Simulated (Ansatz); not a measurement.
C2H7InO2S (`C[O][In]([SH])[O]C`). The species carries charge 0 and has multiplicity 1. In: def2 effective core potential.

```xyz
13

C     0.4733    2.5787    0.9522
O    -0.7787    2.0490    0.5821
In   -0.9544    0.1890   -0.0302
S    -3.0288   -0.8120   -0.5530
O     0.7726   -0.7659   -0.2100
C     0.8457   -2.0915   -0.6619
H     0.7443    2.3013    1.9785
H     0.4086    3.6708    0.9059
H     1.2911    2.2618    0.2938
H    -2.4384   -1.9728   -0.8895
H     1.9008   -2.3793   -0.7222
H     0.4125   -2.2286   -1.6629
H     0.3514   -2.8005    0.0172
```

Q: List the harmonic frequencies (cm⁻¹, unscaled) at PBE0-D4/def2-TZVP in Ansatz. (Estimate.)

A: The calculation gave: 27, 40, 62, 66, 66, 103, 146, 204, 219, 243, 356, 532, 557, 694, 1105, 1120, 1173, 1174, 1187, 1192, 1475, 1478, 1489, 1493, 1494, 1497, 2703, 2976, 2998, 3026, 3056, 3069, 3078.

Q: Is this a minimum?

A: Yes, all 33 modes are real.

Q: Give the ideal-gas thermochemistry at 298.15 K and 1 bar (rigid rotor, harmonic oscillator; point group C1, symmetry number 1).

A: Zero-point energy 239.8 kJ/mol; H(298) − E = 271.1 kJ/mol; entropy 461.3 J/(mol·K), of which translation 175.5, rotation 122.3, vibration 163.5; G(298) − E = 133.5 kJ/mol. Modes under 100 cm⁻¹ are hindered rotations or soft bends, so the harmonic entropy is rough.

Q: Rotational constants (cm⁻¹)?

A: 0.06915, 0.04796, 0.02863.
